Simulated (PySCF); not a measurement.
The third ionisation energy along the third row

Calculated with PySCF 2.14 from differences of total energies of unrestricted determinants, without spin-orbit coupling. Values in eV. The last column holds reference values (NIST; (s) semi-empirical, (t) theoretical, else measured). Unmarked ones compare directly (S terms, centres of terms, or small fine structure); those marked * lie between the lowest fine-structure levels and include a spin-orbit shift.

```tsv
element	configurations	UHF	MP2 (valence)	LDA	MP2 (valence and next inner shell)	SCS-MP2 (valence and next inner shell)	CCSD(T) (valence and next inner shell)	reference
Al (x2c-QZVPPall, spin-free X2C)	[Ne] 3s1 → [Ne]	28.089	n/a	28.877	28.376	28.316	28.397	28.448
Si (x2c-QZVPPall, spin-free X2C)	[Ne] 3s2 → [Ne] 3s1	32.020	32.929	33.592	33.187	33.313	33.437	33.493
P (x2c-QZVPPall, spin-free X2C)	[Ne] 3s2 3p1 → [Ne] 3s2	29.580	29.912	30.197	29.926	29.915	30.070	30.203 *
S (x2c-QZVPPall, spin-free X2C)	[Ne] 3s2 3p2 → [Ne] 3s2 3p1	34.151	34.676	34.868	34.699	34.599	34.759	34.86 ± 0.04 (s) *
Cl (x2c-QZVPPall, spin-free X2C)	[Ne] 3s2 3p3 → [Ne] 3s2 3p2	38.955	39.656	39.659	39.683	39.477	39.631	39.8 ± 0.11 (s) *
Ar (x2c-QZVPPall, spin-free X2C)	[Ne] 3s2 3p4 → [Ne] 3s2 3p3	39.386	40.323	40.841	40.346	40.451	40.503	40.735 ± 0.012 (s) *
```

"Valence" correlates the outer s and p shells and, in groups 3 to 12 and the f block, the outer d or f shell, open or full, or the next shell where the ion has no valence electron left; the wider scheme adds the next inner shell.
